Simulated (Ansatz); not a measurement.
Coupled-cluster diagnostics for Sr2Se, Ansatz.

Geometry of the singlet (r2SCAN-D4/def2-TZVP):

```xyz
3

Sr    0.106    1.965    1.937
Sr   -0.013   -1.935   -1.970
Se   -0.093   -0.031    0.033
```

In the def2 sets Sr takes a core potential; there is no spin–orbit coupling. Correlated methods freeze 9 core orbitals; core or outer-core shells of Sr, Se are correlated, in sets that lack core-valence functions. Another isomer (singlet) lies 0.48 eV lower at PBE0-D4/def2-TZVP; other spin states weren't run for this one.

Problem. Estimate the CCSD(T) correlation energy, the shares of MP2 and (T), T1 and the reference's ⟨S²⟩ for: charge 0, singlet, own geometry in def2-TZVPP; and the rough time on 4 threads of Arm Neoverse V1 on a shared host.

Solution. 
| state | basis | correlation (eV) | MP2 share (%) | (T) share (%) | T1 | ⟨S²⟩ (pure) | wall time | remarks |
| --- | --- | --- | --- | --- | --- | --- | --- | --- |
| charge 0, singlet, own geometry | def2-TZVPP | -20.797 | 92.7 | 4.8 | 0.022 | 0.00 (0.00) | 45 s | flagged by the program, large T1, restricted SCF unstable |
Customary marks for T1 are 0.02 (closed shells), 0.045 (open shells) and about 0.05 (3d metals). T1 exceeds 0.02 in 1 of 1 rows and 0.045 in 0; the higher it lies, the less the single-reference result can be trusted.
